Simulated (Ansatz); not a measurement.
Cu₅H₄. Total charge 0; doublet. Geometry B3LYP-D4/def2-SVP.

Cartesian coordinates in Å:
```
Cu 0.411 -2.071 0.958
Cu 1.551 -0.005 0.596
Cu -2.135 1.167 -1.178
Cu 0.116 1.623 -0.595
Cu -1.241 -0.803 -0.197
H -1.061 -2.370 0.416
H 1.842 -1.442 1.360
H -1.107 2.452 -1.301
H 1.624 1.448 -0.059
```

At HF/STO-3G the charge 0 doublet is spin-contaminated (final ⟨S²⟩ up to 7.52, 0.75 for a pure state). No other spin state of charge 0 was run. Another isomer (doublet) lies 0.42 eV lower at PBE0-D4/def2-TZVP; other spin states weren't run for this one.

Q: Estimate the α-spin orbital energies around the gap (eV) in Ansatz with HF/STO-3G, PBE-D4/def2-SVP, PBE-D4/def2-TZVP, r2SCAN-D4/def2-TZVP, r2SCANh-D4/def2-TZVP.

A: 
```
orbital  HF/STO-3G  PBE-D4/def2-SVP  PBE-D4/def2-TZVP  r2SCAN-D4/def2-TZVP  r2SCANh-D4/def2-TZVP
 HOMO−5     -12.01            -5.26             -5.83                -5.89                 -6.63
 HOMO−4      -9.27            -5.24             -5.77                -5.83                 -6.58
 HOMO−3      -7.89            -5.20             -5.72                -5.77                 -6.51
 HOMO−2      -7.48            -5.18             -5.64                -5.69                 -6.32
 HOMO−1      -6.10            -5.03             -5.44                -5.46                 -6.03
   HOMO      -5.91            -4.16             -4.55                -4.70                 -5.03
   LUMO       1.49            -2.49             -2.88                -2.69                 -2.39
 LUMO+1       1.63            -1.28             -1.65                -1.32                 -0.94
 LUMO+2       3.46            -1.11             -1.45                -1.27                 -0.92
 LUMO+3       3.73            -0.88             -1.34                -1.02                 -0.68
 LUMO+4       4.30            -0.02             -0.56                -0.29                  0.04
 LUMO+5       5.68             0.70             -0.42                -0.02                  0.30
 β HOMO      -5.06            -4.95             -5.38                -5.38                 -5.95
 β LUMO       1.21            -3.63             -4.00                -3.73                 -3.37
```
